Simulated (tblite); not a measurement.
Compound: C2H8N3Si3 (charge -1).
SMILES with atom numbers: `[N:1]#[C:2][SiH2:3][N:4]1[CH2:5][SiH2:6][N-:7][SiH2:8]1` (hydrogens: H9, H10 on Si3; H11, H12 on C5; H13, H14 on Si6; H15, H16 on Si8)

The geometry is computed with GFN2-xTB (gas phase).

Problem. List the bond lengths, angles and torsions at this level.

Solution. 
| bond | length (pm) | order |
| --- | --- | --- |
| N1≡C2 | 114.8 | triple |
| C2–Si3 | 187.8 | single |
| Si3–N4 | 168.2 | single |
| N4–C5 | 145.7 | single |
| C5–Si6 | 191.3 | single |
| Si6–N7 | 168.7 | single |
| N7–Si8 | 168.0 | single |
| N4–Si8 | 178.8 | single |
| Si3–H9 | 146.7 | single |
| Si3–H10 | 148.8 | single |
| C5–H11, C5–H12 | 109.8 | single |
| Si6–H13, Si6–H14 | 148.9 | single |
| Si8–H15, Si8–H16 | 148.6 | single |

Bonds in one row agree within 1 pm and their mean is given. Orders are formal, as drawn. A selection of angles:
| angle | degrees |
| --- | --- |
| N1–C2–Si3 | 179.4 |
| C2–Si3–N4 | 110.1 |
| Si3–N4–C5 | 119.6 |
| Si3–N4–Si8 | 125.1 |
| C5–N4–Si8 | 114.2 |
| N4–C5–Si6 | 107.2 |
| C5–Si6–N7 | 102.9 |
| Si6–N7–Si8 | 110.9 |
| N4–Si8–N7 | 104.3 |

Torsions: C2–Si3–N4–C5 47° (synclinal); Si3–N4–C5–Si6 176° (antiperiplanar); N4–C5–Si6–N7 -7° (synperiplanar); C5–Si6–N7–Si8 4° (synperiplanar); Si6–N7–Si8–N4 0° (synperiplanar); Si3–N4–Si8–N7 -173° (antiperiplanar). The mirror-image conformer, all signs reversed, is as good.

Si8 (SiH2 silicon) is distorted tetrahedral (angles from 104.3° to 118.9°). Of the pairs four or more bonds apart, C2···H11 is among the closest relative to their van der Waals radii: 2.88 Å, 99 % of the sum of Bondi's values. The C–Si distances run from 1.878 Å (C2–Si3, drawn single) to 1.913 Å (C5–Si6, drawn single), a spread of 0.035 Å. Si3 (SiH2 silicon) is distorted tetrahedral (angles from 101.3° to 117.9°). The N–Si distances run from 1.680 Å (N7–Si8, drawn single) to 1.788 Å (N4–Si8, drawn single), a spread of 0.108 Å. Si6 (SiH2 silicon) is distorted tetrahedral (angles from 102.9° to 117.5°). The 5-membered ring N4–C5–Si6–N7–Si8 has internal angles of 102.9° to 114.2°; it is slightly puckered (a soft mode that the optimisation may not have finished), 0.04 Å rms from its mean plane, widest ring torsion 8°.

Point group: C1 (no symmetry element, even within 0.4 Å). Its GFN2-xTB frequencies are all real (lowest 26 cm⁻¹).
